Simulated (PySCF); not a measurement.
C9H8OS2, SMILES COc1ccsc1-c1ccsc1 at its GFN2-xTB optimised geometry (Å):

```
20

C      3.4452     0.6132     0.0196
O      2.0557     0.8408     0.0153
C      1.2453    -0.2544     0.0096
C      1.6625    -1.6085     0.0108
C      0.6189    -2.4775     0.0032
S     -0.8948    -1.6769    -0.0061
C     -0.1287    -0.1162     0.0013
C     -0.9204     1.0859     0.0000
C     -2.3474     1.0859     0.0000
C     -2.8735     2.3309     0.0000
S     -1.6553     3.5483    -0.0005
C     -0.4189     2.3594    -0.0003
H      3.7653     0.0636    -0.8720
H      3.9055     1.5998     0.0184
H      3.7600     0.0687     0.9157
H      2.6886    -1.9283     0.0175
H      0.6520    -3.5483     0.0020
H     -2.9329     0.1835     0.0001
H     -3.9055     2.6195     0.0004
H      0.6077     2.6593    -0.0006
```

Method: PBE0/def2-SVP run with PySCF.

Map of the log10 of the electron density (e/bohr³), floored at −4 on the plane z = 0.8 Å:

```
|000000000000000000000000000|
|000000012222000000000000000|
|000000134544310000000000000|
|000001346665420000000000000|
|000012457887532100000000000|
|000234568887644310000000000|
|001355678887765431000000000|
|002467777777777542101221000|
|002467887667877543333443100|
|001356787667876555545664200|
|000235688778765567766765300|
|000124678788765578878875310|
|000024677777777778878986310|
|000024566557888887668986310|
|000013454557887887557765200|
|000001234677776787655543100|
|000000135688876788764321000|
|000000135788877888765310000|
|000000034678778877664300000|
|000000013566678765543100000|
|000000002344567764321000000|
|000000000122356653100000000|
|000000000000244432000000000|
|000000000000022210000000000|
|000000000000000000000000000|
|000000000000000000000000000|
|000000000000000000000000000|
```
Scale: ten equal steps from -4.00 (start of '0') to -0.528 (end of '9'), in the order '0123456789'; x runs from -6.00 to 6.00, y from -6.00 (bottom) to 6.00 (top).
